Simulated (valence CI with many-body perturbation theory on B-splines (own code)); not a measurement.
Missing levels of Tb XXXV

Calculated by valence CI with perturbative core correlation (CI+MBPT): three valence electrons over a frozen Dirac-Fock core [Ar] 3d10, radial functions for each j: 11 s, 11 p, 9 d, 7 f, 5 g, 2 h, 1 i, with the one-electron correlation potential Σ1 (screened to all orders), the two-electron term Σ2, the three-electron term Σ3, Breit, model QED; selected single and double excitations, second order for the rest (own B-spline code, finite nucleus).

The last digits are not significant, and no measured levels were compared; by estimate large intervals hold to a few tenths of a per cent, small ones and those within an open d or f shell to about a per cent.

```
                     Level  E (cm⁻¹)
        (4s^2 4p1/2) J=1/2         0
        (4s^2 4p3/2) J=3/2         ?
        (4s 4p1/2^2) J=1/2    601470
(4s 4p1/2 4p3/2) J=3/2 [a]    915500
    (4s 4p1/2 4p3/2) J=5/2    968650
(4s 4p1/2 4p3/2) J=3/2 [b]   1047100
    (4s 4p1/2 4p3/2) J=1/2         ?
        (4s 4p3/2^2) J=5/2   1330300
        (4s^2 4d3/2) J=3/2   1415100
        (4s 4p3/2^2) J=1/2   1465300
        (4s 4p3/2^2) J=3/2   1506400
        (4s^2 4d5/2) J=5/2   1531600
     (4p1/2^2 4p3/2) J=3/2   1660300
(4s 4p1/2 4d3/2) J=3/2 [a]         ?
    (4s 4p1/2 4d3/2) J=5/2         ?
     (4p1/2 4p3/2^2) J=3/2   1991700
     (4p1/2 4p3/2^2) J=5/2   2008300
    (4s 4p1/2 4d3/2) J=1/2         ?
(4s 4p1/2 4d3/2) J=3/2 [b]   2037400
(4s 4p1/2 4d5/2) J=5/2 [a]         ?
```

Levels are named by their leading jj configuration (3d3/2^4 stands for four electrons in 3d with j = 3/2), which in mixed levels can hold well under half, so a name can repeat and another be missing. Letters in brackets count levels of one name in rising energy.

(1) The levels stand in rising order. What does the calculation give for the missing energies?

Results:

(1) (4s^2 4p3/2) J=3/2 393700; (4s 4p1/2 4p3/2) J=1/2 1071100; (4s 4p1/2 4d3/2) J=3/2 [a] 1904700; (4s 4p1/2 4d3/2) J=5/2 1937200; (4s 4p1/2 4d3/2) J=1/2 2032600; (4s 4p1/2 4d5/2) J=5/2 [a] 2057800.
